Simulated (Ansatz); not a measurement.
Start from `FBF` and change one atom or group to get `CNB(F)F`.

Ansatz, PBE0-D4/def2-TZVP geometries, multiplicity 1. Each molecule was computed in one conformer, which needn't be the lowest.

```csv
property,`FBF`
LUMO energy (ωB97M-V/def2-TZVPP) / eV,1.61
"ideal-gas entropy at 298 K and 1 bar (rigid rotor, harmonic PBE0-D4/def2-TZVP) / J/(mol·K)",244
HOMO–LUMO gap (PBE0/def2-TZVPP) / eV,10.54
LUMO energy (PBE0/def2-TZVPP) / eV,-0.32
LUMO energy (PBE/def2-TZVPP) / eV,-1.37
HOMO energy (B3LYP/def2-TZVPP) / eV,-10.64
```

Question: What does the change do to each property? (Estimate.)

Answer: Ansatz gave: 
```
                                                                                  property  `CNB(F)F`  shift
                                                     LUMO energy (ωB97M-V/def2-TZVPP) / eV       2.02   0.41
ideal-gas entropy at 298 K and 1 bar (rigid rotor, harmonic PBE0-D4/def2-TZVP) / J/(mol·K)        312     68
                                                      HOMO–LUMO gap (PBE0/def2-TZVPP) / eV       8.61  -1.93
                                                        LUMO energy (PBE0/def2-TZVPP) / eV       0.77   1.09
                                                         LUMO energy (PBE/def2-TZVPP) / eV      -0.02   1.35
                                                       HOMO energy (B3LYP/def2-TZVPP) / eV      -7.61   3.03
```

With PBE0 the HOMO rises by 3.02 eV and the LUMO rises by 1.09 eV, so the gap narrows by about 1.93 eV. PBE moves the HOMO by 2.70 eV and ωB97M-V by 3.09 eV. The zero-point energy changes by 124.9 kJ/mol with +15 modes.

B3LYP here is the variant with VWN-RPA as its local correlation; programs differ in this.
